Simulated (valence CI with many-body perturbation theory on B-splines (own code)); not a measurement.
# In27+ in three bases

Computed by valence CI with perturbative core correlation (CI+MBPT): four valence electrons over a frozen Dirac-Fock core [Ar], a basis of 7 s, 7 p, 8 d, 6 f, 4 g, 1 h functions for each j, with the one-electron correlation potential Σ1 (screened to all orders), the two-electron term Σ2, the three-electron term Σ3, Breit, model QED; selected single and double excitations, second order for the rest, scaled by the run's own slope (own B-spline code, finite nucleus).

No measured spectrum was set against this ion. As an estimate, large intervals hold to a few tenths of a per cent, small ones and those within an open d or f shell to about a per cent. Only levels of the ground parity were solved; by the run's estimate the other parity begins above the list, which can be wrong where configurations are misplaced.

The reference run has the lowest level 3d4 5D_0 [a] and an ionisation energy of 1496.81 eV. Its largest variational space holds 17818 state functions.

Names give the largest LS component (configuration and term), which can be under half, so a name can repeat, a term be missing and a line seem to break the LS rules; names also repeat where a configuration has a term twice. Letters in brackets count levels of one name in rising energy.

Changed runs:
A. basis 6 s, 6 p, 5 d, 5 f, 1 g
B. basis 5 s, 5 p, 4 d, 4 f

Excitation energies of the reference run in cm⁻¹, and shifts in cm⁻¹:

| Level | Reference | A | B |
| --- | --- | --- | --- |
| 3d4 5D_1 | 39223 | -174 | -319 |
| 3d4 5D_2 | 67624 | -219 | -375 |
| 3d4 5D_3 | 86347 | -184 | -276 |
| 3d4 5D_4 | 92339 | -28 | +70 |
| 3d4 5D_0 [b] | 130348 | +52 | +129 |
| 3d4 3H_4 | 139154 | +5.3 | +267 |
| 3d4 3G_3 | 161172 | +109 | +571 |
| 3d4 3F_2 [a] | 164900 | +217 | +795 |
| 3d4 3H_5 | 171526 | +81 | +571 |
| 3d4 3P_1 [a] | 175218 | +145 | +548 |
| 3d4 3H_6 | 183957 | +129 | +714 |
| 3d4 3G_4 | 200908 | +168 | +713 |
| Ionisation energy (eV) | 1496.81 | -0.09 | -0.14 |
